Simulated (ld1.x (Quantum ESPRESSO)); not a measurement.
## phosphorus (P) RRKJ: all-electron and pseudo phase curves

| Quantity | Value |
| --- | --- |
| Element | phosphorus (P) |
| Generator | ld1.x (Quantum ESPRESSO) 7.5 |
| Type | norm-conserving RRKJ (Kleinman–Bylander form) |
| Functional | LDA (PZ) |
| Relativity | scalar-relativistic |
| Frozen core | [Ne] |
| Valence charge | 5 |
| Reference configuration | 3s2 3p2 (charge +1) |
| Partial waves | 3s (bound): rc 1.70 bohr; 3p (bound): rc 1.60 bohr; 3d channel at -0.2 Ry: rc 1.55 bohr |
| Local potential | the d channel |
| Core correction | a·sin(br)/r model core inside 1.05 bohr |
| rho0 | 0.02 |

The phase is arctan(r·u′/u) with u = r·R(r), unwrapped; energies in Ry, scanned from -4 to 5 Ry. A pole is an energy at which the radial function vanishes at the test radius. The pseudo phase is shifted by a multiple of π to meet the all-electron one at the reference energy, and phase errors are pseudo minus all-electron; the curves can meet again beyond the range given. Levels narrower than the energy grid can be missing from the lists of poles.

**Question.** For each channel, where are the poles, and over which energies does the pseudopotential scatter like the atom?

**Answer.**

```
channel  radius (bohr)  reference energy (Ry)  poles, all-electron  poles, pseudo  unbroken range about the reference energy with phases within 0.05 rad  phase error 1 Ry above the reference energy (rad)
      s           1.84                  -1.71                 1.35     0.59, 2.67                                                              below 0.4                                             -0.011
      p           1.84                  -1.05                 2.39           2.15                                                              below 3.7                                             -0.006
      d           1.84                  -0.20                 3.12           3.19                                                        the whole range                                             +0.003
```

Phases in the p channel:

| E (Ry) | all-electron | pseudo |
| --- | --- | --- |
| -4.00 | 1.197 | 1.194 |
| -3.76 | 1.176 | 1.172 |
| -3.52 | 1.150 | 1.147 |
| -3.28 | 1.121 | 1.117 |
| -3.04 | 1.084 | 1.081 |
| -2.80 | 1.040 | 1.036 |
| -2.56 | 0.984 | 0.981 |
| -2.32 | 0.912 | 0.909 |
| -2.08 | 0.818 | 0.814 |
| -1.84 | 0.688 | 0.685 |
| -1.60 | 0.509 | 0.507 |
| -1.36 | 0.263 | 0.262 |
| -1.12 | -0.047 | -0.048 |
| -0.88 | -0.380 | -0.380 |
| -0.64 | -0.671 | -0.673 |
| -0.40 | -0.893 | -0.897 |
| -0.16 | -1.054 | -1.059 |
| 0.08 | -1.171 | -1.178 |
| 0.32 | -1.258 | -1.266 |
| 0.56 | -1.325 | -1.334 |
| 0.80 | -1.378 | -1.389 |
| 1.04 | -1.421 | -1.433 |
| 1.28 | -1.457 | -1.470 |
| 1.52 | -1.487 | -1.502 |
| 1.76 | -1.514 | -1.530 |
| 2.00 | -1.537 | -1.556 |
| 2.24 | -1.558 | -1.580 |
| 2.48 | -1.578 | -1.602 |
| 2.72 | -1.596 | -1.623 |
| 2.96 | -1.612 | -1.644 |
| 3.20 | -1.629 | -1.665 |
| 3.44 | -1.644 | -1.686 |
| 3.68 | -1.659 | -1.709 |
| 3.92 | -1.675 | -1.733 |
| 4.16 | -1.690 | -1.760 |
| 4.40 | -1.706 | -1.791 |
| 4.64 | -1.723 | -1.828 |
| 4.88 | -1.740 | -1.872 |
